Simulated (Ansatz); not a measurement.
Ideal-gas functions of CHClNSi (`N#C[SiH]Cl`) radical at 600 K and 1 bar, from an Ansatz frequency run at PBE0-D4/def2-TZVP.

Molar mass 90.56 g/mol, point group C1 (symmetry number 1), electronic degeneracy 2, moments of inertia 37.929, 211.085, 246.464 u Å². Harmonic wavenumbers (cm⁻¹, unscaled): 123, 264, 350, 550, 618, 640, 758, 2240, 2298.

Use S(trans) = R[1.5 ln M + 2.5 ln T − 1.1517]; rotational temperatures θ = 24.2544 K / I; S(rot) = R[ln(√π/σ · √(T³/θAθBθC)) + 1.5]; for each mode x = 1.438777 ν̃/T, S = R[x/(eˣ − 1) − ln(1 − e⁻ˣ)] and H = RT x/(eˣ − 1); 1 cm⁻¹ = 0.0119627 kJ/mol; R = 8.31446 J/(mol·K).

**Question.** By hand: the entropy, in J/(mol·K).

**Answer.** Translation 179.6. Rotation: θ = 0.6395, 0.1149, 0.0984 K, giving 117.5. Vibration, mode by mode: 18.50, 12.25, 10.01, 6.59, 5.77, 5.52, 4.40, 0.25, 0.22, in all 63.5. Electronic 5.8. Sum 366.4 J/(mol·K).

**Question.** By hand: H − E and G − E in kJ/mol, counted from the electronic energy.

**Answer.** Zero-point energy ½ × 7841 × 0.0119627 = 46.9; thermal vibration 19.7; translation, rotation and pV give 4 RT = 20.0. H − E = 86.6 kJ/mol, and G − E = 86.6 − 600 × 366.4/1000 = -133.2 kJ/mol.

Vibration gives 17 % of the entropy, 18.5 J/(mol·K) of it from the mode under 150 cm⁻¹: soft modes count most, and the harmonic formula is weakest for them. The sum counts one conformer and one mirror image; others add a mixing term.
